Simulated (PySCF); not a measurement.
Ag(NH3)2, SMILES [NH3]->[Ag+]<-[NH3] (H6AgN2 (cation, charge +1)) at its PBE0/def2-SVP optimised geometry (Å):

```
9

Ag     0.0001    -0.0186     0.0000
N      2.1430    -0.0186     0.0000
H      2.5336     0.7410    -0.5618
H      2.5336    -0.8849    -0.3771
H      2.5338     0.0880     0.9387
N     -2.1429    -0.0191    -0.0005
H     -2.5338     0.8849    -0.2747
H     -2.5337    -0.2339     0.9195
H     -2.5332    -0.7087    -0.6465
```

Method: PBE0/def2-TZVP, def2 effective core potentials past Kr run with PySCF 2.14.0. The core electrons that the potentials of Ag replace are not part of the density. Cells within 0.4 Å of a nucleus heavier than hydrogen are left out (blank, or x).

Map of the LUMO amplitude (bohr^(-3/2)) on the plane z = 0.0 Å; orbital energy -5.09 eV, overall sign arbitrary:

```
|4444444444444444444444444444444|
|4444444444444444444444444444444|
|4444444444444444444444444444444|
|4444444444445555555444444444444|
|4444444455555555555555444444444|
|4444445555555555555555555444444|
|4444555555555555555555555544444|
|4445555555555555555555555555444|
|4455555555555555555555555555544|
|4555555555555555555555555555544|
|4555555555555666665555555555554|
|4555555555556666666555555555554|
|5555555554456665666544455555555|
|5555555543346653566433355555555|
|555555543x14685x58641x345555555|
|55555555xx0379xxx9730xx55555555|
|55555554xx14685x58641xx45555555|
|5555555532346652566432355555555|
|5555555544456655566544555555555|
|4555555555556666666555555555554|
|4555555555555666665555555555554|
|4455555555555555555555555555554|
|4455555555555555555555555555544|
|4445555555555555555555555555444|
|4444455555555555555555555554444|
|4444445555555555555555555444444|
|4444444445555555555555544444444|
|4444444444445555555444444444444|
|4444444444444444444444444444444|
|4444444444444444444444444444444|
|4444444444444444444444444444444|
```
Scale: ten equal steps from -0.140 (start of '0') to 0.150 (end of '9'), in the order '0123456789'; x runs from -5.00 to 5.00, y from -5.00 (bottom) to 5.00 (top).
